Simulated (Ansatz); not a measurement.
A structure relaxed at PBE0-D4/def2-TZVP, charge 0, multiplicity 1:

```xyz
29

C     1.4820    1.8952   -0.0906
N     1.2277    0.7734   -0.9617
C     2.4035    0.3007   -1.6526
Ge   -0.0930   -0.3933   -0.5074
F    -0.0496   -1.5574   -1.8106
N    -1.6218    0.5509   -0.3837
C    -1.8850    1.6671   -1.2580
C    -2.8025   -0.0113    0.2238
N     0.0178   -1.4415    0.9763
C     0.0232   -0.8000    2.2688
C     0.7724   -2.6712    0.9390
H     2.2279    1.6736    0.6892
H     1.8593    2.7479   -0.6694
H     0.5618    2.2140    0.4047
H     3.2058   -0.0125   -0.9659
H     2.8105    1.0974   -2.2879
H     2.1530   -0.5435   -2.2953
H    -2.3220    2.5042   -0.6976
H    -0.9605    2.0128   -1.7223
H    -2.5896    1.4025   -2.0595
H    -2.5414   -0.8793    0.8306
H    -3.2937    0.7262    0.8724
H    -3.5379   -0.3312   -0.5285
H    -0.5629    0.1217    2.2435
H     1.0366   -0.5483    2.6197
H    -0.4280   -1.4588    3.0218
H     0.3439   -3.3951    1.6436
H     1.8298   -2.5325    1.2149
H     0.7328   -3.1115   -0.0574
```

**Question.** Give its formula and SMILES.

**Answer.** C6H18FGeN3, `C[N](C)[Ge]([F])([N](C)C)[N](C)C`.

**Question.** Point group (tolerance 0.08 Å, 0.16 Å for H)?

**Answer.** Cs.

**Question.** Summarise the bond lengths by kind.

**Answer.** 6 × C–N 1.442 to 1.443 Å; 18 × C–H 1.090 to 1.102 Å; 3 × Ge–N 1.801 to 1.820 Å; 1 × F–Ge 1.748 Å.

Computed with Ansatz.
